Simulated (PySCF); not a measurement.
**Ru²⁺: ionisation energy**

Ru²⁺ [Kr] 4d6 (5D) → Ru³⁺ [Kr] 4d5 (6S), as a difference of total energies. Computed with PySCF 2.14 in x2c-TZVPPall (8s6p6d2f1g, 79 functions), with scalar relativity by spin-free X2C-1e. Correlated levels: valence and next inner shell: [Ar] 3d10 frozen. The calculations carry no spin-orbit coupling.

| method | ionisation energy (eV) |
| --- | --- |
| UHF | 26.542 |
| MP2 (valence and next inner shell) | 27.912 |
| SCS-MP2 (valence and next inner shell) | 27.931 |
| CCSD (valence and next inner shell) | 27.857 |
| CCSD(T) (valence and next inner shell) | 27.911 |

Q: How much does correlation contribute at CCSD(T) (valence and next inner shell)?

A: 27.911 − (26.542) = 1.369 eV, measured against UHF.

The reference lies between the lowest fine-structure levels, while these numbers refer to the centres of the terms.

Errors of the correlated levels include the incompleteness of this basis and the frozen core.

For comparison: 28.47 eV (semi-empirical (NIST evaluation); NIST Atomic Spectra Database, ionization energies).
